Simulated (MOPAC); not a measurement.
Input file for MOPAC: PM6 on H2OSi (SMILES O[SiH]), a point of a torsion scan.

```
PM6 1SCF PRECISE CHARGE=0 THREADS=1
H2OSi

O     -0.83358639 1     0.24299399 1     0.22037312 1
Si     0.69021433 1     0.68652348 1    -0.17024186 1
H     -1.37000992 1    -0.43711453 1    -0.17895653 1
H      0.50805393 1     1.09235220 1    -1.59966714 1
```

The log:

```
*******************************************************************************
 **                                                                           **
 **                              MOPAC v23.2.5                                **
 **                                                                           **
 *******************************************************************************
 ** MOPAC's Digital Object Identifier: https://doi.org/10.5281/zenodo.6511958 **
 **                                                                           **
 ** Please cite the open-source release paper for use of this MOPAC version:  **
 ** J. E. Moussa and J. J. P. Stewart (2026)                                  **
 ** MOPAC: An open-source semiempirical molecular orbital program             **
 ** J. Open Source Softw., 11(119), 8025, https://doi.org/10.21105/joss.08025 **
 *******************************************************************************

                              PM6 CALCULATION RESULTS

 *******************************************************************************
 *  PM6        - The PM6 Hamiltonian to be used
 *
 *
 *
 *                 CHARGE ON SYSTEM = 0
 *
 *
 *
 *  PRECISE    - TIGHTER CRITERIA TO BE USED
 *  1SCF       - DO 1 SCF AND THEN STOP
 *  THREADS=1  - MULTI-THREADING NOT USED
 *  T=         - A TIME OF 172800.0 SECONDS REQUESTED
 *  DUMP=N     - RESTART FILE WRITTEN EVERY 7200.0 SECONDS REQUESTED
 *******************************************************************************
PM6 1SCF PRECISE CHARGE=0 THREADS=1
 H2OSi

   ATOM   CHEMICAL          X               Y               Z
  NUMBER   SYMBOL      (ANGSTROMS)     (ANGSTROMS)     (ANGSTROMS)

     1       O         -0.83358639  *   0.24299399  *   0.22037312  *
     2      Si          0.69021433  *   0.68652348  *  -0.17024186  *
     3       H         -1.37000992  *  -0.43711453  *  -0.17895653  *
     4       H          0.50805393  *   1.09235220  *  -1.59966714  *



          CARTESIAN COORDINATES

    NO.       ATOM           X           Y           Z

     1         O         -0.8336      0.2430      0.2204
     2        Si          0.6902      0.6865     -0.1702
     3         H         -1.3700     -0.4371     -0.1790
     4         H          0.5081      1.0924     -1.5997

 General Reference for PM6:
 "Optimization of Parameters for Semiempirical Methods V: Modification of NDDO Approximations
 and Application to 70 Elements", J. J. P. Stewart, J. Mol. Mod., 13, 1173-1213 (2007)
 URL: https://link.springer.com/article/10.1007/s00894-007-0233-4

           Empirical Formula: H2 O Si  =     4 atoms



      MOLECULAR POINT GROUP   :   C1


      RHF CALCULATION, NO. OF DOUBLY OCCUPIED LEVELS = 6


 -------------------------------------------------------------------------------
 PM6 1SCF PRECISE CHARGE=0 THREADS=1
 H2OSi



     1SCF WAS SPECIFIED, SO BFGS WAS NOT USED
     SCF FIELD WAS ACHIEVED


                              PM6 CALCULATION
                                                       MOPAC v23.2.5 Linux




          FINAL HEAT OF FORMATION =         -6.22639 KCAL/MOL =     -26.05124 KJ/MOL


          COSMO AREA              =         84.86 SQUARE ANGSTROMS
          COSMO VOLUME            =         70.92 CUBIC ANGSTROMS

          IONIZATION POTENTIAL    =          7.560030 EV
          HOMO LUMO ENERGIES (EV) =         -7.560 -1.024
          NO. OF FILLED LEVELS    =          6
          MOLECULAR WEIGHT        =         46.1007         POINT GROUP:  C1

          MOLECULAR DIMENSIONS (Angstroms)

            Atom       Atom       Distance
            H     4    H     3     2.80799
            H     3   Si     2     1.25089
            H     3    O     1     0.44240


          SCF CALCULATIONS        =          1





   ATOM   CHEMICAL          X               Y               Z
  NUMBER   SYMBOL      (ANGSTROMS)     (ANGSTROMS)     (ANGSTROMS)

     1       O         -0.83358639  *   0.24299399  *   0.22037312  *
     2      Si          0.69021433  *   0.68652348  *  -0.17024186  *
     3       H         -1.37000992  *  -0.43711453  *  -0.17895653  *
     4       H          0.50805393  *   1.09235220  *  -1.59966714  *

                             CARTESIAN COORDINATES

   1    O       -0.833586390     0.242993990     0.220373120
   2   Si        0.690214330     0.686523480    -0.170241860
   3    H       -1.370009920    -0.437114530    -0.178956530
   4    H        0.508053930     1.092352200    -1.599667140


           Empirical Formula: H2 O Si  =     4 atoms



      MOLECULAR POINT GROUP   :   C1


                  EIGENVALUES
 -29.80124 -19.36434 -15.45577 -13.60163 -12.38933  -7.56003  -1.02381  -0.31469
   0.95974   1.55876   2.02418   2.60720   3.64412   4.59901   5.86641


              NET ATOMIC CHARGES AND DIPOLE CONTRIBUTIONS

  ATOM NO.   TYPE          CHARGE      No. of ELECS.   s-Pop       p-Pop       d-Pop
    1          O          -0.570943        6.5709     1.63753     4.93341
    2         Si           0.280110        3.7199     1.78304     1.34689     0.58996
    3          H           0.343657        0.6563     0.65634
    4          H          -0.052824        1.0528     1.05282
 DIPOLE           X         Y         Z       TOTAL
 POINT-CHG.     0.824    -0.741    -0.723     1.324
 HYBRID        -0.938    -0.193    -0.738     1.210
 SUM           -0.114    -0.935    -1.461     1.738


          ATOMIC ORBITAL ELECTRON POPULATIONS

     Atom    s        px        py        pz      x^2-y^2     xz        z^2       yz        xy
    1  O   1.63753   1.58632   1.58610   1.76100
    2 Si   1.78304   0.41019   0.15598   0.78072   0.10621   0.08457   0.19573   0.08400   0.11945
    3  H   0.65634
    4  H   1.05282

 **********************
 *                    *
 * JOB ENDED NORMALLY *
 *                    *
 **********************




 == MOPAC DONE ==
```

The run finished.

Cost: around 0.03 core-seconds (rough).
